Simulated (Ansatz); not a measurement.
`O=C[SiH2]F` + `[F][GeH2][O][SiH3]` → `O=C[SiH](F)[SiH3]` + `[OH][GeH2][F]`  (redistribution)

Calculated with Ansatz (gas phase, PBE0-D4/def2-TZVP geometries, no zero-point term in ΔE). CCSD(T)/CBS adds triple-zeta CCSD(T) − MP2 to the extrapolated MP2 energy (def2 sets, frozen cores). DFT in def2-TZVPP. B3LYP here is the variant with VWN-RPA as its local correlation; programs differ in this. For Ge outer-core shells are correlated without core-valence functions, which leaves a few kJ/mol of doubt a bond. Scalar relativity is left out up to krypton. One conformer a species, not always the lowest.

CCSD(T)/CBS gives +101.8 kJ/mol.

(1) Another level gave +115.7 kJ/mol. Which?
A. CCSD(T)/def2-TZVPP
B. SCS-MP2/def2-TZVPP
C. PBE/def2-TZVPP
D. B3LYP-D4/def2-TZVPP

Largest T1 diagnostic among the species: 0.015.

## Answers

(1) B. SCS-MP2/def2-TZVPP 115.7, PBE 71.0, B3LYP-D4 97.8, CCSD(T)/def2-TZVPP 102.9 kJ/mol.

In def2-TZVPP, CCSD(T) changes the Hartree–Fock value by −27.0 kJ/mol (the triples alone add −3.9 kJ/mol) and MP2 by −19.1 kJ/mol. From PBE to PBE0 (25 % exact exchange), in def2-TZVPP and without D4, ΔE moves by +10.7 kJ/mol.
